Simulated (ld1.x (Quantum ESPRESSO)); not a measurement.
# Ranking ultrasoft potentials for Ga

All share these settings but for the change named:

ld1.x (Quantum ESPRESSO) 7.5 input, shortened:

```
&input
   title='Ga', zed=31., rel=2, dft='PBE', iswitch=3,
   config='[Ar] 3d10 4s1 4p2', rel_dist='average'
 /
 &inputp
   pseudotype=3, tm=.true., lloc=-1, rcloc=1.75,
   nlcc=.true., new_core_ps=.true.,
   which_augfun='PSQ', rmatch_augfun_nc=.true.
 /
6
4S  1  0   1.00   0.00  1.95  2.05  0.0
4S  1  0   0.00  -0.25  1.95  2.05  0.0
4P  2  1   2.00   0.00  1.75  2.10  0.0
4P  2  1   0.00   2.05  1.75  2.10  0.0
3D  3  2  10.00   0.00  1.30  1.60  0.0
3D  3  2   0.00  -1.00  1.30  1.60  0.0
 &test
   configts(1)='3d10 4s1 4p2'
 /
```

Open shells are filled in proportion to 2j + 1 (rel_dist='average').

Cutoff: the first of the cutoffs (Ry, on a coarse ladder) from which the occupation-weighted sum of valence levels, in a spherical-Bessel basis at the reference potential, stays within 10 and 1 mRy of its value at 400 Ry; the density cutoff is not measured.

The base gives 45 Ry.

Of 8 variants that were run, those that failed, showed a ghost or another fault, or gave nearly equal values are left out.

A variant can come out equal or close to the base.

**Question.** Rank these variants from softest to hardest (loose cutoff).
A. waves 3d (bound): rcut 1.30, rcutus 1.38 bohr; 3d channel at -1 Ry: rcut 1.30, rcutus 1.38 bohr
B. core [Ar] 3d10, valence charge 3; reference 4s2 4p1; waves now 4s (bound): rcut 1.45, rcutus 1.55 bohr; 4s channel at -0.25 Ry: rcut 1.45, rcutus 1.55 bohr; 4p (bound): rcut 1.70, rcutus 2.35 bohr; 4p channel at 2.05 Ry: rcut 1.70, rcutus 2.35 bohr; local potential all-electron potential smoothed inside 2.15 bohr (lloc = -2); core correction Bessel-smoothed model core inside 1.10 bohr
C. reference 3d10 4s1.75 4p1.25
D. type TM; waves now 4s (bound): rc 2.05 bohr; 4p (bound): rc 2.10 bohr; 3d (bound): rc 1.60 bohr; local potential all-electron potential smoothed inside 1.25 bohr (lloc = -2)

**Answer.** B (15 Ry), C (45 Ry), A (60 Ry), D (140 Ry).
